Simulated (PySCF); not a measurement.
CBrCl3, SMILES ClC(Cl)(Cl)Br.

Geometry optimised at PBE-D3(BJ)/def2-SVP.

Two levels are set side by side: PBE/def2-TZVP (PySCF) and M06-2X/def2-TZVP (PySCF). Same geometry, gas phase. Differences are taken from unrounded values.

```json
[
 {"quantity": "orbital gap (eV)", "M06-2X": "8.76", "PBE": "4.13", "PBE minus M06-2X": "-4.63"},
 {"quantity": "highest occupied level (eV)", "M06-2X": "-9.95", "PBE": "-7.27", "PBE minus M06-2X": "2.68"},
 {"quantity": "lowest empty level (eV)", "M06-2X": "-1.19", "PBE": "-3.14", "PBE minus M06-2X": "-1.95"},
 {"quantity": "mean polarisability (bohr³)", "M06-2X": "68.4", "PBE": "70.6", "PBE minus M06-2X": "2.2"}
]
```

PBE's occupied levels lie high since its potential decays too fast outside the molecule; exact exchange lowers them and widens the gap. PBE's more diffuse valence density responds more strongly to a field. Differences between two approximate levels are no errors against the true value.

Rough cost on one machine, each run with all the roots and properties that it gave: M06-2X against PBE about 4 times.
